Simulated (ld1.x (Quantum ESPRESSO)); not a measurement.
## Before and after: TM semilocal potential for Ir (Z = 77)

ld1.x (Quantum ESPRESSO) 7.5 input, shortened:

```
&input
   title='Ir', zed=77., rel=1, dft='PZ', iswitch=3,
   config='[Xe] 4f14 5d7 6s1 6p0'
 /
 &inputp
   pseudotype=1, tm=.true., lloc=2,
   nlcc=.true., new_core_ps=.true.
 /
3
6S  1  0   1.00   0.00  1.70  1.70  0.0
6P  2  1   0.00   0.00  3.30  3.30  0.0
5D  3  2   7.00   0.00  2.20  2.20  0.0
 &test
   configts(1)='5d7 6s1 6p0'
 /
```

Change: wave 6p (bound): rc 3.30 bohr becomes 6p (bound): rc 2.88 bohr.

Cutoffs: the cutoffs (Ry, on a coarse ladder) from which the occupation-weighted sum of valence levels, in a spherical-Bessel basis at the reference potential, stays within 10 and 1 mRy of its value at 400 Ry; they do not see the model core or the augmentation charge, which bear on the density cutoff. Errors are all-electron minus pseudo energies relative to the spin-unpolarised reference configuration.

Problem. What does the change do?

Solution. The potential gets neither clearly harder nor softer (40 Ry and 80 Ry → 40 Ry and 80 Ry); of the 9 tests that both files solve, the error grows in 3 and shrinks in 0 by more than 15 % and 0.3 meV (median size 13.0 → 13.1 meV); neither file shows a bound ghost. That the errors move this way runs against the usual rule that smaller radii transfer better. A semilocal file is local in each channel, so a ghost entry of none says nothing of the separable form that plane-wave codes build from it.

| quantity | base | changed |
| --- | --- | --- |
| cutoff, loose | 40 Ry | 40 Ry |
| cutoff, tight | 80 Ry | 80 Ry |
| bound ghosts | none | none |
| error for 5d7 6s2 6p0, meV [ΔE -10.18 eV] | +4.8 | +4.8 |
| error for 5d7 6s0 6p0, meV [ΔE 17.85 eV] | -13 | -13 |
| error for 5d6 6s0 6p0, meV [ΔE 48.69 eV] | -103 | -103 |
| error for 5d7 6s0 6p1, meV [ΔE 6.58 eV] | -8.1 | -9.8 |
| error for 5d7 6s0 6p2, meV [ΔE 1.01 eV] | -13 | -15 |
| error for 5d6 6s2 6p0, meV [ΔE 2.23 eV] | -13 | -13 |
| error for 5d7 6s1 6p1, meV [ΔE -4.78 eV] | -0.7 | -1.0 |
| error for 5d7 6s1 6p0 (spin-polarised), meV [ΔE -1.83 eV] | +19 | +19 |
| error for 5d7 6s2 6p0 (spin-polarised), meV [ΔE -11.34 eV] | +19 | +19 |
